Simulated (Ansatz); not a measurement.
Total energies of CH$_{5}$NO$_{3}$W, SMILES `C[N]=[W](=[O])([OH])[OH]`.

```xyz
11

C    -0.343   -0.124    1.899
N    -0.050    0.150    0.536
W     0.119   -0.275   -1.150
O    -0.265   -1.929   -1.347
O    -1.084    0.781   -2.166
O     1.917    0.025   -1.674
H    -1.161    0.515    2.247
H     0.530    0.090    2.525
H    -0.630   -1.170    2.050
H    -1.609    1.496   -1.802
H     2.576    0.441   -1.116
```

Charge 0, multiplicity 1. Correlated methods include outer-core shells of W, which these sets cover unevenly. W takes the def2 core potential. The structure was optimised at the PBE0-D4/def2-TZVP level. It is one conformer, not always the lowest. Basis def2-TZVPP, the Gaussian-basis code of Ansatz.

RPA on PBE orbitals: Hartree–Fock energy of these orbitals -386.38364 Eh, correlation -2.35976 Eh (frozen core).

| functional | energy without D4 (Eh) | D4 term (kJ/mol) |
| --- | --- | --- |
| LDA (SPW92) | -386.45160 | – |
| PBE | -388.66840 | -24.3 |
| revPBE | -388.94802 | -67.0 |
| BLYP | -388.90226 | -52.0 |
| r2SCAN | -388.84751 | -6.0 |
| B97M-V | -388.88498 | – |
| PBE0 | -388.59435 | -20.7 |
| B3LYP | -388.98768 | -39.1 |
| r2SCANh | -388.79424 | -6.5 |
| r2SCAN0 | -388.71665 | -7.2 |
| HSE06 (plane-wave form) | -388.57922 | -19.4 |
| BHLYP | -388.63110 | -31.9 |
| CAM-B3LYP | -388.78884 | -21.2 |
| LC-ωPBE | -388.77285 | – |
| ωB97X-V | -388.80830 | – |
| ωB97M-V | -388.75384 | – |
| B2PLYP | -388.63500 | – |
| PBE-QIDH | -388.45458 | – |

B3LYP takes the VWN-RPA correlation (the form of Gaussian; ORCA's B3LYP/G). HSE06 is the plane-wave form, built on full-range PBE exchange. The double hybrids freeze the cores in their second-order part.

LC-ωPBE has ω = 0.4 bohr⁻¹.
